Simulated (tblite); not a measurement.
Species: C₈H₁₄NP.
SMILES with atom numbers: `[CH3:1]/[C:2](=[P:3]\[CH2:4][C:5]#[N:6])[C:7]([CH3:8])([CH3:9])[CH3:10]` (hydrogens: H11, H12, H13 on C1; H14, H15 on C4; H16, H17, H18 on C8; H19, H20, H21 on C9; H22, H23, H24 on C10)

Structure used (GFN2-xTB), in Å, numbered top down from 1:
```
atom  x, y, z in Å
C1     1.0140    0.2756    1.2598
C2     0.3053   -0.1961    0.0264
P3     1.0548   -1.0416   -1.2252
C4     2.8503   -1.1668   -0.6211
C5     3.4880    0.1121   -0.6546
N6     3.9686    1.1504   -0.6985
C7    -1.1722    0.1166   -0.0969
C8    -1.3609    1.6402   -0.0936
C9    -1.7544   -0.4340   -1.3999
C10   -1.9371   -0.5157    1.0746
H11    0.3431    0.8037    1.9304
H12    1.4407   -0.5657    1.8103
H13    1.8334    0.9483    1.0039
H14    3.3717   -1.8415   -1.3068
H15    2.8856   -1.5848    0.3882
H16   -2.4107    1.8834   -0.2403
H17   -1.0381    2.0859    0.8431
H18   -0.7857    2.0873   -0.9020
H19   -2.8141   -0.1959   -1.4669
H20   -1.2505    0.0040   -2.2598
H21   -1.6421   -1.5161   -1.4466
H22   -1.7986   -1.5952    1.0700
H23   -2.9997   -0.3042    0.9791
H24   -1.6033   -0.1302    2.0340
```

Computed values, GFN2-xTB/tblite, gas phase, harmonic and unscaled. Errors from tens to a few hundred cm⁻¹ against measured bands are possible. One conformer, not necessarily the lowest.

Harmonic wavenumbers (cm⁻¹): 44.4, 57.3, 66.9, 133.4, 156.3, 180.9, 197.8, 218.7, 270.2, 282.5, 284.8, 302.4, 359.2, 374.1, 378.5, 433.6, 447.4, 490.7, 517.9, 660.3, 686.6, 790.6, 858.9, 951.3, 958.6, 963.7, 971.7, 996.6, 1003.5, 1030.0, 1031.7, 1057.4, 1121.9, 1154.6, 1217.3, 1219.7, 1271.9, 1290.9, 1383.9, 1397.1, 1404.5, 1405.8, 1428.2, 1475.6, 1480.9, 1482.3, 1489.9, 1492.8, 1506.6, 1508.1, 1509.5, 2389.8, 2941.2, 2950.6, 2966.4, 3001.9, 3012.8, 3016.7, 3025.2, 3026.5, 3029.9, 3031.9, 3035.1, 3045.9, 3047.1, 3056.2.

A = 2010, B = 691.8, C = 632.1 MHz; mass 155.086 u (most abundant isotopes); point group C1, symmetry number 1.

Problem. What is the zero-point energy?

Solution. ½Σν̃ = 43988 cm⁻¹ = 526.22 kJ/mol.

Problem. What is S at 350 K and 1 bar for an ideal gas of classical rigid rotors and harmonic oscillators?

Solution. Translation 175.10, rotation 128.70, vibration 198.03: S = 501.8 J/(mol K).

Problem. And Cp and H(350 K) − H(0)?

Solution. Cp = 228.91 J/(mol K), of which vibrations give 195.65 (their classical limit is 66 R = 548.8); H(350 K) − H(0) = 47.72 kJ/mol without the zero-point energy, 36.08 from vibrations.

Problem. Blend soft modes into free rotors: weight 1/[1 + (100 cm⁻¹/ν̃)⁴] for the oscillator and the rest for a rotor with moment μB/(μ + B), μ = h/(8π²ν), B = 10⁻⁴⁴ kg m². What vibrational entropy results?

Solution. 182.20 J/(mol K) in place of 198.03, which changes −T·S at 350 K by +5.54 kJ/mol.

Problem. How do the functions run with temperature in this model?

Solution. 
| T (K) | S (J/(mol K)) | Cp (J/(mol K)) | H − H(0) (kJ/mol) | G − H(0) (kJ/mol) | ln q(vib) |
| --- | --- | --- | --- | --- | --- |
| 100 | 310.4 | 96.7 | 6.21 | -24.84 | 2.35 |
| 200 | 396.3 | 154.6 | 18.93 | -60.34 | 5.99 |
| 300 | 468.5 | 204.4 | 36.88 | -103.65 | 9.63 |
| 500 | 595.0 | 295.0 | 87.18 | -210.29 | 16.62 |
| 800 | 755.5 | 387.8 | 190.73 | -413.65 | 26.34 |
| 1000 | 846.7 | 429.7 | 272.68 | -574.05 | 32.31 |

q(vib) and H(0) count from the zero-point level.

Problem. What must be added to the electronic energy to get the Gibbs energy at 350 K and 1 bar?

Solution. ZPE + [H(350 K) − H(0)] − T·S = 526.22 + 47.72 − 175.64 = 398.30 kJ/mol.

Problem. Which modes carry the vibrational entropy at 350 K?

Solution. 44.4 cm⁻¹: 22.47; 57.3 cm⁻¹: 20.36; 66.9 cm⁻¹: 19.07; 133.4 cm⁻¹: 13.41; 156.3 cm⁻¹: 12.13; 180.9 cm⁻¹: 10.97 J/(mol K); the other 60 give 99.61 together.

Hindered rotation and anharmonicity are outside this model. Other conformers, if any are populated, would add a mixing term that is left out. The structure is chiral; the term R ln 2 for an equal mix with its mirror image is left out.
